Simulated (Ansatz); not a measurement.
Cost and result up the ladder for `C#CCCCCCCCCCC=C` (35 atoms). Charge 0, multiplicity 1. Geometry: PBE-D4/def2-SVP.

```
atom   x (Å)   y (Å)   z (Å)
  C1  -0.958  -2.334   0.915
  C2  -1.022  -2.439  -0.302
  C3  -1.077  -2.492  -1.762
  C4  -2.109  -1.528  -2.400
  C5  -2.083  -0.102  -1.834
  C6  -0.707   0.570  -1.835
  C7  -0.708   1.938  -1.145
  C8   0.688   2.523  -0.876
  C9   1.623   1.625  -0.048
 C10   1.040   1.144   1.285
 C11   2.015   0.268   2.090
 C12   1.451  -0.198   3.402
 C13   1.298  -1.481   3.778
 H14  -0.883  -2.238   1.990
 H15  -0.060  -2.263  -2.153
 H16  -1.292  -3.532  -2.091
 H17  -1.921  -1.515  -3.495
 H18  -3.127  -1.949  -2.263
 H19  -2.451  -0.134  -0.785
 H20  -2.813   0.522  -2.395
 H21  -0.321   0.667  -2.876
 H22   0.008  -0.093  -1.305
 H23  -1.298   2.663  -1.749
 H24  -1.257   1.846  -0.182
 H25   1.185   2.757  -1.843
 H26   0.567   3.499  -0.356
 H27   2.570   2.177   0.145
 H28   1.921   0.736  -0.647
 H29   0.734   2.023   1.898
 H30   0.114   0.557   1.106
 H31   2.318  -0.610   1.480
 H32   2.945   0.854   2.281
 H33   1.129   0.601   4.098
 H34   0.873  -1.750   4.758
 H35   1.606  -2.312   3.118
```

Ansatz on 4 threads of Arm Neoverse V2 on a shared host. Times are rough, and most runs start from the orbitals of an earlier one. PBE0-D4/def2-TZVP serves as the yardstick here, not as an exact answer. Differences are given only for rows in sets of like size (and for xTB, whose basis is part of the method), since another set adds its own error. Binding counts from free atoms at the same level (C triplet, H doublet; other spins of the atoms weren't run), without zero-point energy or a counterpoise term.

B3LYP takes the VWN-RPA correlation. Correlated methods freeze 13 core orbitals. The rows differ in basis, and correlated rows in double-zeta sets carry the largest basis error.

Correlated methods converge slowly with the basis, most of all in double-zeta sets.

```tsv
level	functions	wall time	binding energy per atom (eV)	difference from PBE0-D4/def2-TZVP (eV)
HF/STO-3G	87	0.95 s	4.00	–
HF/6-31G	161	3.2 s	3.13	–
B3LYP-D4/6-31G	161	6 s	4.28	–
PBE-D4/def2-SVP	292	6.5 s	4.48	–
PBE0-D4/def2-SVP	292	14 s	4.42	–
MP2/def2-SVP	292	16 s	4.23	–
PBE-D4/def2-TZVP (with forces)	535	19 s	4.43	0.06
r2SCAN-D4/def2-TZVP (with forces)	535	31 s	4.34	-0.03
PBE0-D4/def2-TZVP	535	36 s	4.37	0.00
```
